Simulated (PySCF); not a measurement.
From computed data to an observable: entropy of an ideal gas

BBr3, SMILES BrB(Br)Br (connectivity only; charge and spin as stated), charge -1, multiplicity 2.

Geometry optimised at PBE-D3(BJ)/def2-SVPD. The multiplicity is an assumed one; no other spin state was optimised. The isomer is the one that the SMILES or the coordinates give; other isomers of the formula were not compared.

PBE-D3(BJ)/def2-SVPD (PySCF) gives the harmonic wavenumbers 124, 124, 191, 388, 585, 585 cm⁻¹ and the rotational temperatures 0.0529, 0.0529, 0.0266 K. The molar mass is 250.52 g/mol, the symmetry number 3, the spin multiplicity 2.

### Question
Work out the entropy at 298.15 K and 1 atm in the rigid-rotor, harmonic-oscillator model.

### Answer

Translation (Sackur–Tetrode at 1 atm): S = R[1.5 ln M + 2.5 ln T − 1.16487] = 177.6 J/(mol K).
Rotation: q = (√π/σ) T^1.5/√(θA θB θC) = 353000, S = R[ln q + 3/2] = 118.7 J/(mol K).
Vibration: with u = 1.4388 ν/T, each mode gives R[u/(e^u − 1) − ln(1 − e^−u)]:
```csv
ν (cm⁻¹),modes,u,S (J/(mol K))
124,2,0.60,25.41
191,1,0.92,9.28
388,1,1.87,4.22
585,2,2.82,3.98
```
These are all the modes. Sum 42.9 J/(mol K).
Spin: R ln 2 = 5.8 J/(mol K).
Total 345.0 J/(mol K); the program's own thermochemistry gives 345.0. Translation makes up 51 % and vibration 12 %. Anharmonicity, hindered rotation and orbital degeneracy are left out.
